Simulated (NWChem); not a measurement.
**Basis-set convergence for HAlCl2**

SMILES: [Cl][AlH][Cl]
```xyz
4

Al     0.0000     0.0000     0.7323
H      0.0000     0.0000     2.3106
Cl    -1.8082     0.0000    -0.3479
Cl     1.8082     0.0000    -0.3479
```
Charge 0, spin multiplicity 1.

Program: NWChem. Structure: optimised with PBE/def2-SVP, a minimum by its harmonic frequencies.

Quantity: LUMO energy at the level B3LYP.

B3LYP has NWChem's definition, with VWN1-RPA local correlation. The Pople sets run with spherical d functions. The structure started from a generated list of species.

| basis | functions | LUMO energy (eV) |
|---|---|---|
| STO-3G | 28 | 2.26 |
| 6-31G* | 56 | -1.74 |
| def2-SVP | 59 | -1.54 |
| 6-31+G* | 68 | -1.88 |
| 6-311G** | 84 | -1.92 |
| def2-SVPD | 86 | -1.80 |
| def2-TZVP | 117 | -1.70 |
| def2-TZVPP | 140 | -1.70 |
| def2-TZVPD | 144 | -1.77 |
| cc-pVQZ | 207 | -1.76 |

Smallest basis within 0.1 eV of cc-pVQZ, the largest set run: 6-31G*, with 56 functions against 207 (also within reach: def2-SVPD, def2-TZVP, def2-TZVPP, def2-TZVPD). cc-pVQZ isn't the basis-set limit itself, and a small set can land close by cancellation.
